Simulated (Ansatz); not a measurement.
Species: Cl₃Ga, SMILES `[Cl][Ga]([Cl])[Cl]` (charge 0, multiplicity 1).

**Question.** Give a relaxed geometry from PBE0-D4/def2-TZVP run with Ansatz (an electronic-structure program).

**Answer.** the end point of this relaxation (outside a Z-matrix the atoms follow the SMILES, hydrogens last).
Z-matrix (Å, degrees):
```
Ga
Cl 1 2.1119
Cl 1 2.1120 2 120.01
Cl 1 2.1120 2 120.00 3 -179.98
```
